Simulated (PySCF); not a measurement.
CH₂F, doublet, geometry from GFN2-xTB. Base run: MP2/def2-TZVP run with PySCF.

PySCF was given this input:
```python
from pyscf import gto, scf, mp

mol = gto.M(
    atom='''
C     0.000523    0.460216    0.460789
F    -0.001164   -0.454655   -0.507354
H    -0.950817    0.654526    0.912573
H     0.958153    0.676078    0.888879
''',
    basis='def2-tzvp',
    charge=0,
    spin=1,
    verbose=4,
)

mf = scf.UHF(mol)
mf.kernel()

pt = mp.MP2(mf)
pt.kernel()
print('E(MP2) = %.10f' % pt.e_tot)
```

Each row names what was changed in the base input (with any setting that the change needs).

```json
[
 {"change": "base", "ΔE vs base (mEh)": "0.000", "MP2 correlation (Eh)": "-0.42662", "basis functions": "74", "core-seconds (rough)": "2"},
 {"change": "cart = on", "ΔE vs base (mEh)": "-10.531", "MP2 correlation (Eh)": "-0.43667", "basis functions": "84", "core-seconds (rough)": "3"},
 {"change": "method = cisd", "ΔE vs base (mEh)": "12.092", "MP2 correlation (Eh)": "-", "basis functions": "74", "core-seconds (rough)": "10"},
 {"change": "method = ccsd(t)", "ΔE vs base (mEh)": "…", "MP2 correlation (Eh)": "-0.42662", "basis functions": "74", "core-seconds (rough)": "50"},
 {"change": "density fitting = JK and correlation", "ΔE vs base (mEh)": "0.555", "MP2 correlation (Eh)": "-0.42609", "basis functions": "74", "core-seconds (rough)": "0.7"},
 {"change": "frozen = 3", "ΔE vs base (mEh)": "…", "MP2 correlation (Eh)": "…", "basis functions": "74", "core-seconds (rough)": "2"},
 {"change": "frozen = 2", "ΔE vs base (mEh)": "36.426", "MP2 correlation (Eh)": "-0.39019", "basis functions": "74", "core-seconds (rough)": "2"},
 {"change": "frozen = 1", "ΔE vs base (mEh)": "19.178", "MP2 correlation (Eh)": "-0.40744", "basis functions": "74", "core-seconds (rough)": "2"},
 {"change": "method = ccsd", "ΔE vs base (mEh)": "-18.248", "MP2 correlation (Eh)": "-0.42662", "basis functions": "74", "core-seconds (rough)": "30"}
]
```

Question: Fill in the missing entries.

Answer: 
- method = ccsd(t), ΔE vs base (mEh): -30.282
- frozen = 3, ΔE vs base (mEh): 117.5
- frozen = 3, MP2 correlation (Eh): -0.30907

Open shells are given as the SCF converged; they aren't shown to be the lowest states, and a large step between rows can be another state.
